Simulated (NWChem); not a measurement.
System: C3H6OSi; SMILES C=C1C[SiH2]O1

Output (shortened):

```
             Northwest Computational Chemistry Package (NWChem) 7.3.0
             --------------------------------------------------------

                             Geometry "geometry" -> ""
                             -------------------------

 Output coordinates in angstroms (scale by  1.889725989 to convert to a.u.)

  No.       Tag          Charge          X              Y              Z
 ---- ---------------- ---------- -------------- -------------- --------------
    1 C                    6.0000     0.15363300     2.21539300     0.00000000
    2 C                    6.0000     0.02026900     0.89012900     0.00000000
    3 C                    6.0000    -1.22242600     0.00729500     0.00000000
    4 Si                  14.0000     0.05763700    -1.37385500     0.00000000
    5 O                    8.0000     1.07890400     0.00068400     0.00000000
    6 H                    1.0000    -0.73003300     2.85404800     0.00000000
    7 H                    1.0000     1.14471200     2.67258300     0.00000000
    8 H                    1.0000    -1.85093600     0.11916300     0.89581300
    9 H                    1.0000    -1.85093600     0.11916300    -0.89581300
   10 H                    1.0000     0.20873500    -2.21748100     1.21825200
   11 H                    1.0000     0.20873500    -2.21748100    -1.21825200

 Effective nuclear repulsion energy (a.u.)     221.7213007506

  xc_inp: hfexch multiplicative factor not found.
                              NWChem Property Module
                              ----------------------

  itol2e modified to match energy
  convergence criterion.

                                 NWChem DFT Module
                                 -----------------

 Summary of "ao basis" -> "ao basis" (spherical)
 ------------------------------------------------------------------------------
       Tag                 Description            Shells   Functions and Types
 ---------------- ------------------------------  ------  ---------------------
 C                           sto-3g                  3        5   2s1p
 Si                          sto-3g                  5        9   3s2p
 O                           sto-3g                  3        5   2s1p
 H                           sto-3g                  1        1   1s

  itol2e modified to match energy
  convergence criterion.

[...]

          -----------------------------------------
          Chemical Shielding Tensors (GIAO, in ppm)
          -----------------------------------------

                                NWChem CPHF Module
                                ------------------

  scftype          =     RHF
  nclosed          =       23
  nopen            =        0
  variables        =      276
  # of vectors     =        3
  tolerance        = 0.10D-03
  level shift      = 0.00D+00
  max iterations   =       50
  max subspace     =       30

 SCF residual:    6.7771075592765146E-005

Iterative solution of linear equations
  No. of variables      276
  No. of equations        3
  Maximum subspace       30
        Iterations       50
       Convergence  1.0D-04

   iter   nsub   residual    time
   ----  ------  --------  ---------
     1      3    2.21D+00       2.4
     2      6    2.46D-01       2.5
     3      9    4.48D-02       2.7
     4     12    8.26D-03       2.8
     5     15    1.00D-03       3.0
     6     18    1.81D-04       3.1
     7     21    3.83D-05       3.3

      Atom:    1  C
        Diamagnetic
    255.9307      1.4708      0.0000
      1.4708    268.9085      0.0000
      0.0000      0.0000    238.9843

        Paramagnetic
   -205.9167     18.2127     -0.0000
     18.2127    -92.0269     -0.0000
     -0.0000     -0.0000    -16.5870

        Total Shielding Tensor
     50.0140     19.6835     -0.0000
     19.6835    176.8816     -0.0000
     -0.0000     -0.0000    222.3972

           isotropic =     149.7643
          anisotropy =     108.9494

          Principal Components and Axis System
                 1           2           3
              222.3972    179.8653     47.0303

      1         0.0000      0.1499      0.9887
      2         0.0000      0.9887     -0.1499
      3         1.0000      0.0000      0.0000

      Atom:    2  C
        Diamagnetic
    260.1378      2.3190      0.0000
      2.3190    270.7701      0.0000
      0.0000      0.0000    239.2690

        Paramagnetic
   -250.5028     -4.4164      0.0000
     -4.4164   -144.9929     -0.0000
      0.0000     -0.0000    -84.2262

        Total Shielding Tensor
      9.6350     -2.0974      0.0000
     -2.0974    125.7772     -0.0000
      0.0000     -0.0000    155.0428

           isotropic =      96.8184
          anisotropy =      87.3367

          Principal Components and Axis System
                 1           2           3
              155.0428    125.8151      9.5972

      1         0.0000     -0.0181      0.9998
      2         0.0000      0.9998      0.0181
      3         1.0000      0.0000      0.0000

      Atom:    3  C
        Diamagnetic
    252.6009      0.3728      0.0000
      0.3728    249.3261     -0.0000
      0.0000     -0.0000    240.0089

        Paramagnetic
    -26.6328     17.5559     -0.0000
     17.5559     -9.2925      0.0000
     -0.0000      0.0000    -38.5197

        Total Shielding Tensor
    225.9681     17.9287     -0.0000
     17.9287    240.0336      0.0000
     -0.0000      0.0000    201.4893

           isotropic =     222.4970
          anisotropy =      44.6439

          Principal Components and Axis System
                 1           2           3
              252.2596    213.7421    201.4893

      1         0.5634      0.8262      0.0000
      2         0.8262     -0.5634      0.0000
      3         0.0000      0.0000      1.0000

      Atom:    4  Si
        Diamagnetic
    867.0317      0.6696      0.0000
      0.6696    871.6212      0.0000
      0.0000      0.0000    861.9416

[...]
```

Level: Hartree-Fock/STO-3G, GIAO. STO-3G and 3-21G are far too small for this property and stand as cheap habits. Structure relaxed at the PBE0/def2-SVP level. The output numbers the shielded atoms by their place in the input's list. The printed shielding anisotropy is the first printed principal value minus the mean of the other two.

Problem. Which NWChem input produces such a log?

Solution. One answer among several that fit: the input that was run:
```
start job
memory heap 200 mb stack 900 mb global 1100 mb
geometry units angstroms noautosym nocenter noautoz
  C      0.153633     2.215393     0.000000
  C      0.020269     0.890129     0.000000
  C     -1.222426     0.007295     0.000000
  Si     0.057637    -1.373855     0.000000
  O      1.078904     0.000684     0.000000
  H     -0.730033     2.854048     0.000000
  H      1.144712     2.672583     0.000000
  H     -1.850936     0.119163     0.895813
  H     -1.850936     0.119163    -0.895813
  H      0.208735    -2.217481     1.218252
  H      0.208735    -2.217481    -1.218252
end
basis spherical
  C library sto-3g
  Si library sto-3g
  O library sto-3g
  H library sto-3g
end
dft
  xc hfexch
  iterations 150
end
property
  shielding 9 1 2 3 4 5 6 7 8 10
end
task dft property
```
